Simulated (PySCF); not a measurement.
Compound: C7H12N2O.
Cartesian coordinates in Å at the HF/cc-pVDZ level; atoms count from 1:
```xyz
22
C7H12N2O angstrom
C     -2.523    0.273   -0.873
N     -1.195   -0.298   -0.832
C     -1.191   -1.746   -0.944
C     -0.211    0.339   -0.095
C      1.152   -0.206   -0.276
C      1.973   -0.481    0.737
N      3.223   -1.058    0.638
C     -0.476    1.417    0.685
C      0.522    2.332    1.232
O      0.260    3.212    2.000
H     -2.471    1.335   -1.102
H     -3.073    0.145    0.068
H     -3.088   -0.219   -1.664
H     -1.715   -2.219   -0.103
H     -1.695   -2.038   -1.866
H     -0.179   -2.134   -0.971
H      1.452   -0.434   -1.294
H      1.644   -0.313    1.755
H      3.850   -0.827    1.383
H      3.664   -0.974   -0.257
H     -1.493    1.709    0.896
H      1.555    2.203    0.877
```

The calculation used HF/cc-pVDZ geometry optimisation, gas phase (PySCF).

Masses are those of the commonest isotopes; rigid-rotor values at the optimised geometry. The values belong to one conformer with, in the numbering `[CH3:1][N:2]([CH3:3])[C:4](/[CH:5]=[CH:6]/[NH2:7])=[CH:8]/[CH:9]=[O:10]`, N2–C4–C5–C6 -133°, C4–C8–C9–O10 -174°.

Give the principal moments of inertia and the rotational constants in GHz.

Ia = 401.70, Ib = 468.04, Ic = 839.18 u·Å²; 505379 MHz·u·Å²/I gives 1258, 1080 and 602.2 MHz, that is A = 1.2581, B = 1.0798, C = 0.6022 GHz.

Classify the top.

An asymmetric top; Ray's κ = 0.456.

What does the inertial defect say?

Not planar: Δ = Ic − Ia − Ib = -30.56 u·Å². For a rigid frame Δ = −2 Σ m c², so Σ m c² = 15.28 u·Å² lies off the ab plane: 8.44 from hydrogen and 6.84 from heavier atoms. The atom farthest from that plane is 1.45 Å away.

Give the other two planar moments, Paa and Pbb, and the rms extents of the mass along the axes.

Paa = Σ m a² = (Ib + Ic − Ia)/2 = 452.76 and Pbb = Σ m b² = (Ia + Ic − Ib)/2 = 386.42 u·Å². With the mass M = 140.09 u, the rms extents √(P/M) along a, b and c are 1.80, 1.66, 0.33 Å.

Where do the levels up to J = 2 lie, in MHz?

Above 0(0,0):
J = 1: 1(0,1) 1682, 1(1,1) 1860, 1(1,0) 2338
J = 2: 2(0,2) 4705, 2(1,2) 4747, 2(1,1) 6179, 2(2,1) 6714, 2(2,0) 7055
Those of J = 1 are B + C, A + C and A + B.

Predict some low-J microwave lines.

The dipole components are |μa| = 1.54 D, |μb| = 5.19 D, |μc| = 0.66 D. The squared components, which scale the intensities, stand as 0.09 : 1.00 : 0.02 (a : b : c). Some lines, for components of 0.1 D or more:

```json
{"type": "a", "branch": "Q", "J(Ka,Kc)": "2(2,0) ← 2(2,1)", "MHz": "341", "lower level (cm⁻¹)": "0.224"}
{"type": "c", "branch": "Q", "J(Ka,Kc)": "2(2,1) ← 2(1,1)", "MHz": "535", "lower level (cm⁻¹)": "0.206"}
{"type": "b", "branch": "Q", "J(Ka,Kc)": "1(1,0) ← 1(0,1)", "MHz": "656", "lower level (cm⁻¹)": "0.056"}
{"type": "b", "branch": "Q", "J(Ka,Kc)": "2(2,0) ← 2(1,1)", "MHz": "876", "lower level (cm⁻¹)": "0.206"}
{"type": "b", "branch": "Q", "J(Ka,Kc)": "2(1,1) ← 2(0,2)", "MHz": "1474", "lower level (cm⁻¹)": "0.157"}
{"type": "a", "branch": "R", "J(Ka,Kc)": "1(0,1) ← 0(0,0)", "MHz": "1682", "lower level (cm⁻¹)": "0.000"}
{"type": "b", "branch": "Q", "J(Ka,Kc)": "2(2,1) ← 2(1,2)", "MHz": "1968", "lower level (cm⁻¹)": "0.158"}
{"type": "a", "branch": "R", "J(Ka,Kc)": "2(1,2) ← 1(1,1)", "MHz": "2886", "lower level (cm⁻¹)": "0.062"}
{"type": "a", "branch": "R", "J(Ka,Kc)": "2(0,2) ← 1(0,1)", "MHz": "3023", "lower level (cm⁻¹)": "0.056"}
{"type": "b", "branch": "R", "J(Ka,Kc)": "2(1,2) ← 1(0,1)", "MHz": "3065", "lower level (cm⁻¹)": "0.056"}
{"type": "a", "branch": "R", "J(Ka,Kc)": "2(1,1) ← 1(1,0)", "MHz": "3842", "lower level (cm⁻¹)": "0.078"}
{"type": "b", "branch": "R", "J(Ka,Kc)": "2(2,1) ← 1(1,0)", "MHz": "4376", "lower level (cm⁻¹)": "0.078"}
{"type": "c", "branch": "R", "J(Ka,Kc)": "2(1,1) ← 1(0,1)", "MHz": "4497", "lower level (cm⁻¹)": "0.056"}
{"type": "c", "branch": "R", "J(Ka,Kc)": "2(2,0) ← 1(1,0)", "MHz": "4717", "lower level (cm⁻¹)": "0.078"}
{"type": "c", "branch": "R", "J(Ka,Kc)": "2(2,1) ← 1(1,1)", "MHz": "4854", "lower level (cm⁻¹)": "0.062"}
{"type": "b", "branch": "R", "J(Ka,Kc)": "2(2,0) ← 1(1,1)", "MHz": "5195", "lower level (cm⁻¹)": "0.062"}
```

Not checked by HF/cc-pVDZ frequencies. These are rigid-rotor constants of the computed structure; measured ground-state constants (B0) also hold zero-point vibration. A rigid rotor knows nothing of inversion at nitrogen or internal rotation, which can split or shift real lines. Quadrupole hyperfine structure (14N) is left out.

Time: 69 s wall, 6.2 min CPU; peak memory 1.2 GiB. Hardware: 4 threads, INTEL XEON PLATINUM 8581C at 2.30 GHz (x86_64), no GPU (shared host). This is the geometry optimisation.
